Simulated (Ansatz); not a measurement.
## Competing steps

Reactants: SiH₄SO₂ ([OH][SiH]([OH])[SH]) (brackets give SMILES or just the links). Saddle points were found for several chosen steps; others may exist. Gas-phase electronic energies, without zero-point energy, by CCSD(T) at an estimated basis limit (MP2 extrapolated from triple and quadruple zeta, plus CCSD(T) − MP2 in triple zeta); Ansatz 0.2.0, def2-TZVPP and QZVPP, frozen cores, on PBE0-D4/def2-TZVP structures. Extrapolation: Hartree–Fock as exp(−7.88 √X), correlation as X^−2.97. No counterpoise correction.

(1) Rank the steps by the energy of their saddle points, lowest first, and give each saddle's height above the lowest. (To be estimated.)
A. 1,2-elimination, to SiH₂SO₂ ([OH][Si]([OH])[S]) + H₂ (breaks or loosens H–S, H–Si; forms H–H)
B. 1,1-elimination, to SiH₂O₂ ([OH][Si][OH]) + H₂S (breaks or loosens H–Si, S–Si; forms H–S)

(2) Does the lowest of these saddles lead to the lowest end structure (the products still in contact)? (A judgement: the text doesn't fix the answer.)

The T1 diagnostic stays at or below 0.015. The restricted Hartree–Fock reference is unstable towards an unrestricted one at one or more of these structures.

For scale, one of the runs: CCSD(T)/def2-TZVPP, 202 basis functions, launched by `ansatz run in.yaml --threads 4 --pin off --events-out ev --progress --plain --max-ram 9574MiB`. Hardware: 4 CPU threads of an Arm Neoverse V1, shared host. Wall time 58 s; peak host memory 2.5 GiB.

## Answers

(1) The calculation gives: A (0.000 eV), B (0.986 eV). Heights count from the lowest.

The lowest of these saddles lies at 2.025 eV relative to the reactant.

(2) By the calculation: Yes. Relative to the reactant, the ends lie at 1.073 (SiH₂SO₂ ([OH][Si]([OH])[S]) + H₂); 1.982 (SiH₂O₂ ([OH][Si][OH]) + H₂S) eV.
